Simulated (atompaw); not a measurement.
## u(r) = r·R(r): atom against pseudo-atom (hydrogen)

Columns: radius, all-electron u(r) and pseudo u(r) of the 1s shell (level -12.33 eV) of hydrogen in the configuration 1s0.5; LDA (PW92), scalar-relativistic, PAW (atompaw) scheme, atompaw 4.2.0.5.

```json
{"r (bohr)": "0.054", "all-electron": "0.1062", "pseudo": "0.0657"}
{"r (bohr)": "0.108", "all-electron": "0.2012", "pseudo": "0.1307"}
{"r (bohr)": "0.162", "all-electron": "0.2857", "pseudo": "0.1945"}
{"r (bohr)": "0.215", "all-electron": "0.3594", "pseudo": "0.2552"}
{"r (bohr)": "0.269", "all-electron": "0.4256", "pseudo": "0.3147"}
{"r (bohr)": "0.323", "all-electron": "0.4837", "pseudo": "0.3712"}
{"r (bohr)": "0.377", "all-electron": "0.5343", "pseudo": "0.4244"}
{"r (bohr)": "0.431", "all-electron": "0.5781", "pseudo": "0.4739"}
{"r (bohr)": "0.485", "all-electron": "0.6155", "pseudo": "0.5194"}
{"r (bohr)": "0.538", "all-electron": "0.6467", "pseudo": "0.5598"}
{"r (bohr)": "0.592", "all-electron": "0.6732", "pseudo": "0.5966"}
{"r (bohr)": "0.646", "all-electron": "0.6950", "pseudo": "0.6290"}
{"r (bohr)": "0.700", "all-electron": "0.7125", "pseudo": "0.6567"}
{"r (bohr)": "0.754", "all-electron": "0.7260", "pseudo": "0.6800"}
{"r (bohr)": "0.808", "all-electron": "0.7360", "pseudo": "0.6989"}
{"r (bohr)": "0.862", "all-electron": "0.7427", "pseudo": "0.7136"}
{"r (bohr)": "0.915", "all-electron": "0.7466", "pseudo": "0.7242"}
{"r (bohr)": "0.969", "all-electron": "0.7479", "pseudo": "0.7314"}
{"r (bohr)": "1.023", "all-electron": "0.7468", "pseudo": "0.7352"}
{"r (bohr)": "1.077", "all-electron": "0.7437", "pseudo": "0.7361"}
{"r (bohr)": "1.131", "all-electron": "0.7387", "pseudo": "0.7341"}
{"r (bohr)": "1.185", "all-electron": "0.7321", "pseudo": "0.7297"}
{"r (bohr)": "1.238", "all-electron": "0.7242", "pseudo": "0.7232"}
{"r (bohr)": "1.292", "all-electron": "0.7148", "pseudo": "0.7146"}
{"r (bohr)": "1.346", "all-electron": "0.7044", "pseudo": "0.7044"}
{"r (bohr)": "1.400", "all-electron": "0.6929", "pseudo": "0.6929"}
```

Q: How many radial nodes do the two functions have?

A: The all-electron 1s function has n − l − 1 = 0; the pseudo-wave has 0.

Q: Is the pseudo-wave norm-conserving?

A: No, it belongs to a PAW set: the norm inside the radius is not constrained, and the difference is carried by the augmentation charge.
